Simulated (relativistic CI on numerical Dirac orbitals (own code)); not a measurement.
**Ru⁷⁺: 3d photoemission**

Computed with this model: Dirac-Coulomb-Breit CI, orbitals from a KLI potential per configuration, a model potential for QED, valence Slater integrals scaled by 0.7, multiplet model of photoemission in the sudden approximation; configurations [Kr] 4d → [Ar] 3d9 4s2 4p6 4d; 300 K; Lorentzian 0.42 eV and Gaussian 0.5 eV FWHM. Energies are those of the free ion, without screening or charge transfer. The energies are binding energies and can lie tens of eV above those of solids. S is read from ⟨S²⟩ = S(S + 1).

Field parameters in Wybourne normalisation: D3d B²₀ = −7Dσ, B⁴₀ = −14Dq − 21Dτ, B⁴₃ = −14√(10/7) Dq; D4h B²₀ = −7Ds, B⁴₀ = 21(Dq − Dt), B⁴₄ = 21√(5/14) Dq; Oh B⁴₀ = 21Dq, B⁴₄ = √(5/14) B⁴₀; Td as Oh with Dq negative (B⁴₀ = 21Dq, B⁴₄ = √(5/14) B⁴₀). The field is a parameter set, without covalency.

Computed curve for D4h, 10Dq = 18300, Ds = 2780, Dt = 690 cm⁻¹, scaled to 100 at the maximum (points under 2 are left out and the grid is thinned):

```
Energy (eV)  Intensity
      405.3        2.1
      405.6        2.9
      405.8        3.7
      406.1        6.1
      406.3        9.8
      406.6       21.2
      406.9       33.5
      407.1       41.2
      407.4       72.4
      407.6       95.8
      407.9       90.2
      408.1       69.2
      408.4       41.8
      408.7       24.0
      408.9       17.1
      409.2       11.1
      409.4        8.6
      409.7        6.8
      410.0        6.4
      410.2        6.2
      410.5        6.8
      410.7        8.5
      411.0       15.3
      411.3       32.4
      411.5       49.6
      411.8       60.8
      412.0       50.8
      412.3       37.3
      412.6       32.2
      412.8       25.2
      413.1       14.4
      413.3        9.5
      413.6        5.1
      413.8        3.6
      414.1        2.4
      414.4        2.1
      414.6        2.2
      414.9        2.1
      423.5        2.5
      423.8        2.1
```

The ground state has S = 0.50, and the centroid lies at 409.57 eV.
